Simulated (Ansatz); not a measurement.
`[OH][Al-]([OH])([OH])[OH2+]` → Al• + 5 H• + 4 O•  (atomization)

Gas-phase electronic energies from Ansatz, PBE0-D4/def2-TZVP geometries. CCSD(T)/CBS is the MP2 limit (def2-TZVPP, def2-QZVPP) plus CCSD(T) − MP2 in def2-TZVPP, frozen cores. This one scheme is used for every species, atoms too. DFT in def2-TZVPP. B3LYP here is the variant with VWN-RPA as its local correlation; programs differ in this. No spin–orbit coupling; open shells (•) take unrestricted orbitals. Spin–orbit coupling would lower the free atoms: a little for Al, O. One conformer a species, not always the lowest.

`[OH][Al-]([OH])([OH])[OH2+]`:

Cartesian coordinates in Å:
```
O -0.446 -1.690 -0.260
Al -0.060 -0.124 0.338
O -1.189 0.502 1.455
O 1.586 0.388 0.368
O -0.220 0.714 -1.432
H -1.112 -2.223 0.170
H -1.019 1.304 1.944
H 2.215 0.181 1.054
H -0.449 -0.023 -2.014
H 0.694 0.969 -1.623
```

| level | ΔE (kcal/mol) | difference from CCSD(T)/CBS |
| --- | --- | --- |
| LDA (SPW92) | 1058.3 | 129.2 |
| PBE-D4 | 926.6 | -2.5 |
| r2SCAN-D4 | 919.3 | -9.8 |
| B3LYP-D4 | 911.1 | -18.0 |
| r2SCANh-D4 | 909.5 | -19.6 |
| r2SCAN0-D4 | 895.2 | -33.9 |
| ωB97X-V | 915.7 | -13.4 |
| PBE | 922.7 | -6.4 |
| revPBE | 886.0 | -43.1 |
| BHLYP | 868.7 | -60.4 |
| CAM-B3LYP | 917.7 | -11.4 |
| HF/def2-SVP | 630.0 | -299.1 |
| MP2/def2-SVP | 878.1 | -51.0 |
| CCSD(T)/def2-SVP | 853.3 | -75.8 |
| MP2/def2-QZVPP | 946.0 | 16.9 |
| MP2/CBS(def2) | 958.2 | 29.1 |
| CCSD(T)/CBS | 929.1 | 0 |

Largest T1 diagnostic among the species: 0.018.

At CCSD(T), def2-SVP lies −75.8 kcal/mol from the extrapolated value and def2-TZVPP −30.6 kcal/mol: correlation converges slowly with the basis, and small sets miss more of it in the bonded molecule than in its fragments. From BLYP to BHLYP (50 % exact exchange), in def2-TZVPP and without D4, ΔE moves by −39.1 kcal/mol: exact exchange takes away binding that semilocal exchange gives to molecules.

For atomizations the MP2-based limit and the directly extrapolated one differ by several kJ/mol either way, and by 10 to 25 for some Ge, Se and Sn compounds, so smaller differences from it don't rank the levels.
